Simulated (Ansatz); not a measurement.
Diatomic CuS, multiplicity 2 (the spin of the measured ground state). No spin–orbit coupling. Cu is treated without relativity.

| level | bond energy D_e (kJ/mol) |
|---|---|
| SVWN5/def2-TZVPP | 358.8 |
| PBE/def2-TZVPP | 296.7 |
| r2SCAN/def2-TZVPP | 296.0 |
| B97M-V/def2-TZVPP | 286.8 |
| B3LYP/def2-TZVPP | 256.5 |
| PBE0/def2-TZVPP | 266.3 |
| BHLYP/def2-TZVPP | 231.9 |
| CAM-B3LYP/def2-TZVPP | 258.2 |
| wB97X-V/def2-TZVPP | 278.4 |
| wB97M-V/def2-TZVPP | 279.3 |

The rows run from 231.9 (BHLYP/def2-TZVPP) to 358.8 kJ/mol (SVWN5/def2-TZVPP). The 10 functionals in def2-TZVPP without D3 or D4 span 126.9, from BHLYP to SVWN5.

D_e counts from the fitted minimum to each atom's lowest state at the same level, without counterpoise.

The values were computed with Ansatz (Gaussian basis) for Hartree–Fock, density functionals and correlated methods.

Ansatz is a first-principles code.
